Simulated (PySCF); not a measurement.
Ni¹⁸⁺ (nickel, charge +18): Hartree-Fock from Schrödinger to Dirac-Coulomb-Breit

Occupied: 1s1/2, 2s1/2, 2p1/2, 2p3/2. Hartree-Fock calculated with PySCF 2.14 in an uncontracted even-tempered set (17 s from 1.3 bohr⁻², ratio 2.7; 12 p from 1.6 bohr⁻², ratio 2.7), Gaussian nucleus throughout. NR is non-relativistic, sf-X2C the spin-free one-electron X2C Hamiltonian, X2C adds the bare one-electron spin-orbit term, X2C-SNSO screens it by Boettger's factors, DC is four-component Dirac-Coulomb, and the Gaunt and Breit terms are added at first order (total energies over the DC spinors, levels after relaxing the spinors in that mean field). QED terms are absent. Levels marked empty are virtual spinors of this ion.

```csv
Hamiltonian,E (hartree),E − E(DC) (hartree),CPU seconds
NR,-1338.0751,11.9765,0.34
sf-X2C,-1349.8146,0.2370,0.19
X2C,-1349.8500,0.2016,0.24
X2C-SNSO,-1349.8451,0.2065,0.24
DC,-1350.0516,0.0000,11
DC+Gaunt,-1349.4443,0.6073,19
DC+Breit,-1349.4947,0.5569,55
```

| level (eV) | NR | sf-X2C | X2C | X2C-SNSO | DC | DC+Gaunt | DC+Breit |
| --- | --- | --- | --- | --- | --- | --- | --- |
| 1s1/2 | -8996.1 | -9085.1 | -9085.0 | -9085.0 | -9089.1 | -9079.0 | -9079.6 |
| 2s1/2 | -1671.4 | -1692.8 | -1692.8 | -1692.8 | -1693.2 | -1692.4 | -1692.4 |
| 2p1/2 | -1542.6 | -1548.2 | -1561.6 | -1560.7 | -1560.8 | -1559.3 | -1559.5 |
| 2p3/2 | -1542.6 | -1548.2 | -1541.7 | -1542.1 | -1542.4 | -1541.4 | -1541.5 |
| 3s1/2 (empty) | -600.57 | -606.11 | -606.11 | -606.11 | -606.18 | -606.00 | -606.02 |
| 3p1/2 (empty) | -562.72 | -564.75 | -567.59 | -567.38 | -567.40 | -567.08 | -567.13 |
| 3p3/2 (empty) | -562.72 | -564.75 | -563.38 | -563.47 | -563.52 | -563.30 | -563.35 |

```tsv
interval (eV)	X2C	X2C-SNSO	DC	DC+Gaunt	DC+Breit
2p3/2 − 2p1/2	19.97	18.52	18.36	17.92	17.92
3p3/2 − 3p1/2	4.213	3.909	3.882	3.781	3.781
```

Weight of the small component: 1s1/2 0.0102, 2s1/2 0.00199, 2p1/2 0.00195, 2p3/2 0.00192, 3s1/2 0.000647, 3p1/2 0.000626, 3p3/2 0.000620.

Koopmans' value for the highest occupied level at DC+Breit: 1541.5 eV, against an ionisation energy of 1540.1 ± 0.5 eV (measured; NIST Atomic Spectra Database, ionization energies); the former lacks relaxation, correlation, QED and recoil.

The whole ladder took 88 s of wall time on 1 thread of Neoverse-N1 (shared host), launched as `OMP_NUM_THREADS=1 python relrun2.py TASK.json OUT` (a driver that calls PySCF for each Hamiltonian).
